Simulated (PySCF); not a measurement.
## Co⁺: ionisation energy

Co⁺ [Ar] 3d8 (3F) → Co²⁺ [Ar] 3d7 (4F), as a difference of total energies. Computed with PySCF 2.14 in cc-pVDZ (6s5p3d1f, 43 functions), with no relativity, point nucleus. Correlated levels: valence: [Ar] frozen. The calculations carry no spin-orbit coupling.

```
           method  ionisation energy (eV)
              UHF                  14.395
             PBE0                  17.202
            M06-L                  17.262
    MP2 (valence)                  16.830
SCS-MP2 (valence)                  16.687
```

Task: How much does correlation contribute at MP2 (valence)?

Result: 16.830 − (14.395) = 2.435 eV, measured against UHF.

These non-relativistic numbers lack the scalar-relativistic shift.

The reference lies between the lowest fine-structure levels, while these numbers refer to the centres of the terms.

Errors of the correlated levels include the incompleteness of this basis and the frozen core.

For comparison: 17.084 eV (measured; NIST Atomic Spectra Database, ionization energies).
